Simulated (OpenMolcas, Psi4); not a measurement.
## CuF (fluorocopper): methods side by side

The species is CuF (2 atoms), meant as a singlet with charge 0. As SMILES, `[F][Cu]`. The coordinates come from a PBE0-D4/def2-TZVP relaxation.

```xyz
2

F     0.7510   -0.2689    0.3771
Cu   -0.7510    0.2689   -0.3771
```

Each level gives the dipole moment (D). The values are calculated.

(1) The value from experiment is 5.77 D (NIST CCCBDB). From what is known of these methods, estimate their order from the nearest to it to the farthest.
A. r2SCAN/def2-TZVPP (OpenMolcas)
B. wB97X-V/def2-TZVPP (Psi4)
C. M06-2X/def2-TZVPP (OpenMolcas)
D. TPSSh/def2-TZVPP (Psi4)
E. PBE0/def2-TZVPP (OpenMolcas)

## Answers

(1) C (5.66 D, -0.11), B (5.43 D, -0.34), E (5.27 D, -0.50), D (5.00 D, -0.77), A (4.90 D, -0.87).
